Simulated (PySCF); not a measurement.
Species: K₂.
InChI=1S/2K

Level of theory: PySCF, BHandHLYP/def2-TZVP geometry optimisation, gas phase.

Masses are those of the commonest isotopes; rigid-rotor values at the optimised geometry. 

What are the moment of inertia and the rotational constant?

I = 307.860 u·Å², B = 505379 MHz·u·Å²/I = 1642 MHz (0.0548 cm⁻¹, or 0.079 K as hB/k). For two atoms I = μr² with μ = 19.4819 u and r = 3.9752 Å.

List the first levels of a rigid rotor in a Σ state.

E(J) = BJ(J+1): J = 1: 0.110, J = 2: 0.329, J = 3: 0.657, J = 4: 1.095, J = 5: 1.643, J = 6: 2.300 cm⁻¹.

Has it a pure rotational spectrum?

Not by electric dipole: D∞h allows no dipole (computed 0.00 D). Rotational Raman lines (ΔJ = 2) lie at B(4J + 6), spaced by 4B = 0.219 cm⁻¹, with nuclear-spin weights that differ between even and odd J.

No BHandHLYP/def2-TZVP frequencies stand behind this structure, so it isn't proved a minimum. These are rigid-rotor constants of the computed structure; measured ground-state constants (B0) also hold zero-point vibration.

Hardware: one thread, Arm Neoverse V1 (aarch64) (shared host). Cost: 3.3 s, 0.32 GiB resident at most. That covers the optimisation of the geometry.
